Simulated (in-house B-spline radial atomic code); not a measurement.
RPA and G0W0 for Sr IX (Sr8+), [Ar] 3d10 4s2, as one setting changes: the share of exact exchange in the PBE hybrid start. A dash marks a level of low quasi-particle weight. Computed with a B-spline radial code for spherical atoms: all electrons, scalar-relativistic (spin-free one-electron X2C), finite nucleus, each spin shell either full or empty, empty states to l = 9 with an (l + 1/2)⁻⁴ tail; G0W0 by contour deformation at full frequency.

| share of exact exchange in the PBE hybrid start | mean-field level (eV) | G0W0 level (eV) | RPA correlation (Eh) |
| --- | --- | --- | --- |
| 0 | -150.58 | 4s -159.16 | -2.3398 |
| 0.1 | ? | ? | ? |
| 0.2 | ? | ? | ? |
| 0.3 | -152.61 | 4s -158.98 | -2.2837 |
| 0.4 | -153.29 | 4s -158.93 | -2.2661 |
| 0.5 | -153.96 | 4s -158.87 | -2.249 |
| 0.6 | -154.63 | 4s -158.82 | -2.2323 |
| 0.7 | -155.31 | 4s -158.77 | -2.216 |
| 0.8 | -155.98 | 4s -158.72 | -2.2002 |
| 0.9 | -156.65 | 4s -158.67 | -2.1847 |
| 1 | -157.31 | 4s -158.63 | -2.1696 |

(1) What belongs in the row for 0.2?

(2) What belongs in the row for 0.1?

## Answers

(1) mean-field level (eV): -151.93; G0W0 level (eV): 4s -159.04; RPA correlation (Eh): -2.3018.

(2) mean-field level (eV): -151.26; G0W0 level (eV): 4s -159.10; RPA correlation (Eh): -2.3205.
